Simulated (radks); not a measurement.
Task: All-electron atom: Cd VII in [Kr] 4d6. All-electron calculation, scalar-relativistic Kohn-Sham, PBE, spin-polarised, spherical densities, point nucleus; open shells are filled with parallel spins first (spin-orbit coupling, left out, can overturn this in heavy ions). Program: a radial shooting solver on a logarithmic mesh with Libxc functionals. Some entries of the table are withheld. Estimate them.

orbital  occ.  eigenvalue (Ry)  <r> (bohr)
1s down     1        -1956.843     0.03040
1s up       1        -1956.843     0.03040
2s up       1        -296.7584      0.1317
2s down     1        -296.6796      0.1316
2p up       3        -267.0150      0.1149
2p down     3        -266.9551      0.1148
3s up       1        -61.14172      0.3581
3s down     1        -61.10340      0.3580
3p up       3        -51.39155      0.3568
3p down     3        -51.34740      0.3567
3d up       5        -36.15795      0.3343
3d down     5        -36.08816      0.3341
4s up       1        -14.76083      0.8601
4s down     1        -14.46126      0.8586
4p up       3              (1)      0.9228
4p down     3              (2)      0.9225
4d up       5              (3)       1.076
4d down     1              (4)       1.083

Result: 
(1) 4p up eigenvalue (Ry): -11.80636
(2) 4p down eigenvalue (Ry): -11.50082
(3) 4d up eigenvalue (Ry): -7.42011
(4) 4d down eigenvalue (Ry): -7.12151
